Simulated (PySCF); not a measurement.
# Electron correlation in Hg⁶⁸⁺ (mercury, charge +68)

Starting occupation: [Ne] 3s2. All numbers are calculated (PySCF 2.14, X2C-1e with screened-nucleus spin-orbit coupling, Gaussian nucleus, in an even-tempered Gaussian basis (17 s from 8.4 bohr⁻², ratio 2.6; 14 p from 11 bohr⁻², ratio 2.6; 6 d from 11 bohr⁻², ratio 2.8; 4 f from 150 bohr⁻², ratio 2.8)). Frozen: 1s2; 10 electrons correlated; the 50 highest virtual spinors left out.

MP2 pair energies summed by pair of shells (mhartree):

```json
{"pair": "3s1/2-3s1/2", "energy": "-119.02", "share (%)": "23.2"}
{"pair": "2p1/2-2p3/2", "energy": "-106.45", "share (%)": "20.8"}
{"pair": "2p3/2-2p3/2", "energy": "-99.88", "share (%)": "19.5"}
{"pair": "2p3/2-3s1/2", "energy": "-49.14", "share (%)": "9.6"}
{"pair": "2p3/2-2s1/2", "energy": "-44.79", "share (%)": "8.7"}
{"pair": "2p1/2-2p1/2", "energy": "-25.45", "share (%)": "5.0"}
{"pair": "2p1/2-2s1/2", "energy": "-24.72", "share (%)": "4.8"}
{"pair": "2p1/2-3s1/2", "energy": "-20.44", "share (%)": "4.0"}
{"pair": "2s1/2-2s1/2", "energy": "-12.24", "share (%)": "2.4"}
{"pair": "2s1/2-3s1/2", "energy": "-10.21", "share (%)": "2.0"}
```

Total MP2 correlation energy: -512.33 mhartree.

The virtual space was cut to 56 spinors, which keep -449.75 of the -512.33 mhartree of MP2 correlation.

```csv
level,correlation energy (mhartree)
CCSD,-483.44
```

Diagnostics: T1 = 7.6e-05, largest double amplitude 0.079.

Task: Is a single reference adequate?

Result: Mostly. T1 lies below 0.03, but a double amplitude of this size points to a near-degeneracy that CCSD handles and MP2 describes poorly.

The coupled-cluster values are those of the cut space; adding the MP2 remainder, -62.58 mhartree, estimates the full space.

At this charge the one-electron X2C treatment keeps the bare 1/r₁₂, with no two-electron picture change or Breit term. The effect here is smaller than on the frozen 1s shell.
